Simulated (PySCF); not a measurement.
H7NSi2, SMILES [SiH2](N)[SiH3]. Atoms are numbered in the order given.

```xyz
10

Si    -0.1949     1.5659     0.0000
Si     0.5837    -0.6633     0.0000
N     -0.6619    -1.8819     0.0000
H      0.9195     2.5673     0.0000
H     -1.0459     1.8182    -1.2075
H     -1.0459     1.8182     1.2075
H      1.4253    -0.8684     1.2197
H      1.4253    -0.8684    -1.2197
H     -1.2444    -1.9651    -0.8293
H     -1.2444    -1.9651     0.8293
```
Charge 0, spin multiplicity 1.

The structure is a stationary point at r2SCAN-D4/def2-SVP. Other conformers were not sampled.

Calculation: HF/def2-TZVPD (PySCF).

Mulliken values depend strongly on the basis, most of all with diffuse functions as here. ESP charges are fitted to the potential on shells at 1.4 to 2.0 van der Waals radii. Atomic charges (e):

```csv
atom,ESP fit,meta-Löwdin,Mulliken
Si1,-0.02,?,0.05
Si2,0.67,?,0.29
N3,-1.02,-0.76,-0.62
H4,-0.04,?,-0.03
H5,-0.04,?,-0.03
H6,-0.04,?,-0.03
H7,-0.13,-0.15,-0.05
H8,-0.13,-0.15,-0.05
H9,0.38,0.22,0.22
H10,0.38,0.22,0.22
```

Problem. What belongs in the gaps? (Estimate from the structure and the level; the computed values follow.)

Solution. 
- Si1, meta-Löwdin: 0.32
- Si2, meta-Löwdin: 0.68
- H4, meta-Löwdin: -0.13
- H5, meta-Löwdin: -0.13
- H6, meta-Löwdin: -0.13
